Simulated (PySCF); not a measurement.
**Phenyl Isocyanate: calculation and literature**

Molfile (atoms numbered from 1):
```
C7H5NO
     RDKit          3D

 14 14  0  0  0  0  0  0  0  0999 V2000
    4.2959    0.3069    0.2637 O   0  0  0  0  0  0  0  0  0  0  0  0
    3.1802   -0.0405    0.2459 C   0  0  0  0  0  0  0  0  0  0  0  0
    2.0728   -0.5041    0.2499 N   0  0  0  0  0  0  0  0  0  0  0  0
    0.7218   -0.2476    0.1008 C   0  0  0  0  0  0  0  0  0  0  0  0
   -0.1847   -1.3076    0.2166 C   0  0  0  0  0  0  0  0  0  0  0  0
   -1.5484   -1.0730    0.0692 C   0  0  0  0  0  0  0  0  0  0  0  0
   -2.0204    0.2124   -0.1934 C   0  0  0  0  0  0  0  0  0  0  0  0
   -1.1158    1.2679   -0.3080 C   0  0  0  0  0  0  0  0  0  0  0  0
    0.2496    1.0460   -0.1628 C   0  0  0  0  0  0  0  0  0  0  0  0
    0.1987   -2.3084    0.4221 H   0  0  0  0  0  0  0  0  0  0  0  0
   -2.2494   -1.9058    0.1608 H   0  0  0  0  0  0  0  0  0  0  0  0
   -3.0913    0.3923   -0.3086 H   0  0  0  0  0  0  0  0  0  0  0  0
   -1.4757    2.2789   -0.5134 H   0  0  0  0  0  0  0  0  0  0  0  0
    0.9603    1.8707   -0.2523 H   0  0  0  0  0  0  0  0  0  0  0  0
  1  2  2  0
  2  3  2  0
  3  4  1  0
  4  5  2  0
  5  6  1  0
  6  7  2  0
  7  8  1  0
  8  9  2  0
  9  4  1  0
  5 10  1  0
  6 11  1  0
  7 12  1  0
  8 13  1  0
  9 14  1  0
M  END
```

Published estimates (parent shift plus substituent increments) and measurements: δ ¹³C C6/C8 129.6; C7 125.7; C5/C9 124.8 ppm (estimated from measurements, as parent shift plus tabulated substituent increment; solution, not stated per compound (mostly CDCl3 or CCl4); Pretsch, Buehlmann, Badertscher, Structure Determination of Organic Compounds, 4th ed. (2009)).
δ ¹⁷O O1 115.9 ppm (measured; liquid, neat, 295 K; 17O NMR survey of organic solvents and oxofluorinated compounds, PMC5915748).

- shieldings: GIAO wB97X-D/pcSseg-1
- geometry: PBE0-D3(BJ)/def2-SVP
- program: PySCF 2.14.0 with density-fitted response routines
- a single conformation, in vacuum, averaged over atoms made equivalent by symmetry, fast rotation or ring inversion, non-relativistic

(1) Set the calculated values beside the experiment.

(2) How far are the unscaled ¹³C shifts from the references?

Answers

(1) 
Reference values: estimated from measurements, as parent shift plus tabulated substituent increment (solution, not stated per compound (mostly CDCl3 or CCl4); Pretsch, Buehlmann, Badertscher, Structure Determination of Organic Compounds, 4th ed. (2009)).
```
atoms  quantity  reference  computed  computed, scaled
C6/C8     δ ¹³C      129.6     136.4             130.2
   C7     δ ¹³C      125.7     131.7             125.8
C5/C9     δ ¹³C      124.8     132.4             126.4
```

Reference values: measured (liquid, neat, 295 K; 17O NMR survey of organic solvents and oxofluorinated compounds, PMC5915748).
```
atoms                 quantity  reference  computed  computed, scaled
   O1  δ ¹⁷O vs D2O (external)      115.9         –             113.8
```

Computed shifts are σ(ref) − σ with the named reference compound (TMS for H and C) calculated as an isolated molecule at the same level. The measured values may be among those fitted. Shieldings were converted by linear fits to measured shifts (mostly CDCl3, TMS scale, for H and C): ¹³C (scatter 2.1 ppm rms, 2.5 ppm with the 2 outliers that the fit left out); ¹⁷O (scatter 8.0 ppm rms vs liquid water, solution or neat liquid). Occasional misses reach two or three times the rms, and more in compound classes unlike the fitted ones.

(2) Mean signed difference +6.80 ppm, mean absolute 6.80 ppm over 3 comparisons; the largest is +7.6 ppm at C5/C9 (aromatic CH).
